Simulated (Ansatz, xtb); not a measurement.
**Two isomers of C2H9NOSi3**

Structure X: `N#C[Si@@H](C[SiH3])O[SiH3]`, a singlet. Structure Y: `O=CN1[SiH2]C[SiH2][SiH2]1`, a singlet. Both are isolated molecules in the gas phase, relaxed with B3LYP/def2-SVP; each stands in its lowest conformer found.

X (Å):

```xyz
16

C    -2.2368    1.6054    0.7120
C    -1.5639    0.3906   -1.9846
N    -2.3535    2.6021    1.2965
O    -0.8981   -0.9067    0.5130
Si   -2.0595   -0.0057   -0.2328
Si    0.2310    0.9427   -2.2722
Si   -0.2586   -1.7378    1.8113
H    -3.3815   -0.6779   -0.1390
H    -1.7531   -0.5025   -2.6069
H    -2.2419    1.1805   -2.3552
H     1.1640   -0.1943   -2.0329
H     0.5831    2.0650   -1.3566
H     0.3872    1.4022   -3.6831
H     0.9400   -2.4779    1.3357
H    -1.2671   -2.7014    2.3383
H     0.1263   -0.7812    2.8851
```

Y (Å):

```yaml
atoms:
  - { symbol: C, position_ang: [-1.7707, -2.1262, 0.1464] }
  - { symbol: C, position_ang: [1.0705, 0.6461, 1.5481] }
  - { symbol: N, position_ang: [-0.7784, -1.1720, 0.2403] }
  - { symbol: O, position_ang: [-1.8238, -2.9584, -0.7344] }
  - { symbol: Si, position_ang: [-0.7235, 0.0714, 1.5269] }
  - { symbol: Si, position_ang: [1.7662, 0.5757, -0.2303] }
  - { symbol: Si, position_ang: [0.4857, -1.2335, -1.0533] }
  - { symbol: H, position_ang: [-2.5356, -2.0829, 0.9599] }
  - { symbol: H, position_ang: [-1.1772, -0.5489, 2.8047] }
  - { symbol: H, position_ang: [-1.6384, 1.2061, 1.2048] }
  - { symbol: H, position_ang: [1.6539, -0.0548, 2.1707] }
  - { symbol: H, position_ang: [1.1708, 1.6480, 1.9967] }
  - { symbol: H, position_ang: [1.4468, 1.8400, -0.9595] }
  - { symbol: H, position_ang: [3.2455, 0.3782, -0.2501] }
  - { symbol: H, position_ang: [-0.1069, -1.0122, -2.3999] }
  - { symbol: H, position_ang: [1.1995, -2.5399, -1.0242] }
```

Q: Estimate E(Y) − E(X) at the level CCSD(T)/def2-SVP + ΔMP2/def2-TZVPP.

A: Calculated at CCSD(T)/def2-SVP + ΔMP2/def2-TZVPP: E(Y) − E(X) = +19.3 kcal/mol, so structure X lies lower.

Level by level:

| level | geometry | E(Y) − E(X) (kcal/mol) | departure from the last row (kcal/mol) | job, with rough time for the two |
| --- | --- | --- | --- | --- |
| B3LYP/def2-SVP | B3LYP/def2-SVP | +9.6 | −9.8 | optimisation, 2.5 min |
| HF/def2-SVP | B3LYP/def2-SVP | +21.3 | +2.0 | part of the CCSD(T) run |
| MP2/def2-SVP | B3LYP/def2-SVP | +16.4 | −3.0 | part of the CCSD(T) run |
| CCSD(T)/def2-SVP | B3LYP/def2-SVP | +14.2 | −5.2 | single point |
| CCSD(T)/def2-SVP + ΔMP2/def2-TZVPP | B3LYP/def2-SVP | +19.3 |  | single point, 1.7 min |

As drawn, Y has 1 C=O, 1 C–N, 2 N–Si, 1 Si–Si, 1 C–H in place of 1 C≡N, 1 C–Si, 2 O–Si, 1 Si–H. Structure X has no ring, Y a 5-membered ring.

The levels shown agree on the order. The largest departure from CCSD(T)/def2-SVP + ΔMP2/def2-TZVPP is that of B3LYP/def2-SVP, 9.8 kcal/mol. Levels run at GFN2-xTB geometries aren't shown. The last row adds to CCSD(T) the change of the MP2 difference between the two basis sets, here +5.2 kcal/mol, a large step that makes the value less sure.

With thermal terms from frequencies at re-optimised GFN2-xTB minima (ideal gas, soft modes damped towards free rotors, one conformer each, 298.15 K, 1 atm): the zero-point term adds +3.2 kcal/mol; ΔH is +21.2 and ΔG +24.9 kcal/mol.

The correlated steps freeze 19 core orbitals. Mirror images aren't counted in ΔG. Programs: Ansatz 0.2.0, xtb 6.7.1; the last row on 4 threads of Arm Neoverse V1 on a shared host.
